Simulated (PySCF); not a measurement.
Computed shifts of a molecule CH8O2Si2, PBE/pcSseg-1 (PySCF), GIAO, gas phase, equivalent atoms averaged, in ppm (number of nuclei): ²⁹Si: 16.8 (1), -121.5 (1). ¹³C: 8.8 (1). ¹H: 3.60 (3), 1.68 (1), 1.27 (1), 0.48 (3). References: ²⁹Si against TMS (σ = 335.4 ppm); ¹³C against TMS (σ = 182.0 ppm); ¹⁷O against H2O (σ = 334.3 ppm); ¹H against TMS (σ = 31.49 ppm), references at their B3LYP-D3(BJ)/def2-TZVP geometries, non-relativistic. Coordinates come from a PBE0-D3(BJ)/def2-SVP optimisation. Other conformers were not sampled.

### Question
Which molecule gave these data?
A) O[SiH2][C@H](O)[SiH3]
B) C[Si](O)(O)[SiH3]
C) O[SiH2]CO[SiH3]
D) OC[Si@H](O)[SiH3]

### Answer
B, C[Si](O)(O)[SiH3]
